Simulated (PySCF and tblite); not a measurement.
The numbers below are computed, except where a source is named.
# Barrier and rate of a rotation

System: C6H7NO, numbered as in [CH:1]#[C:2]/[CH:3]=[CH:4]/[C:5](=[O:6])[NH:7][CH3:8].

Motion: rotation about the C4–C5 bond (torsion C3–C4–C5–O6 from 0° to 148°, rising). Geometries: GFN2-xTB; energies: CAM-B3LYP/pcSseg-1 + D3(BJ); zero-point and thermal terms from GFN2-xTB harmonic modes (soft modes blended into free rotors). Rates follow Eyring's equation with the number of equivalent paths and no tunnelling. Programs: tblite and PySCF.

```tsv
point	symmetry	E(GFN2) kcal/mol	E(DFT) kcal/mol	ZPE change kcal/mol	lowest mode cm⁻¹	dipole D
start	Cs	0.0	0.0	0.00	69	3.68
saddle	C1	4.1	5.8	-0.23	99i	3.81
end	C1	2.0	2.8	0.02	82	3.78
```

| Item | Value |
| --- | --- |
| Electronic barrier | 5.8 kcal/mol |
| Barrier with zero-point energy | 5.6 kcal/mol |
| ΔH‡ (298 K) | 5.2 kcal/mol |
| ΔS‡ (298 K, symmetry apart) | -2.7 cal/(mol K) |
| Paths | 2 equivalent paths |
| End point | a different minimum |
| Mean lifetime of the start against this motion at 298 K | 1.9 ns |
| Cost | 86 s on 1 thread of Arm Neoverse V2, shared host (rough), peak memory 0.84 GiB, launched as `OMP_NUM_THREADS=1 python ens_run.py task.json out` |

| T/K | ΔG‡ kcal/mol | k s⁻¹ | ΔG kcal/mol | k back s⁻¹ |
| --- | --- | --- | --- | --- |
| 150 | 5.7 | 3.1×10⁴ | 2.8 | 2×10⁸ |
| 200 | 5.8 | 4.1×10⁶ | 2.8 | 2.4×10⁹ |
| 250 | 5.9 | 7.8×10⁷ | 2.8 | 1.1×10¹⁰ |
| 298 | 6.0 | 5.3×10⁸ | 2.8 | 2.8×10¹⁰ |
| 350 | 6.1 | 2.3×10⁹ | 2.8 | 6.1×10¹⁰ |
| 400 | 6.2 | 6.8×10⁹ | 2.7 | 1.1×10¹¹ |
| 500 | 6.5 | 3.1×10¹⁰ | 2.7 | 2.3×10¹¹ |

ΔG and ΔG‡ leave out symmetry numbers and mirror images; rates count paths: 2 out, 1 back.
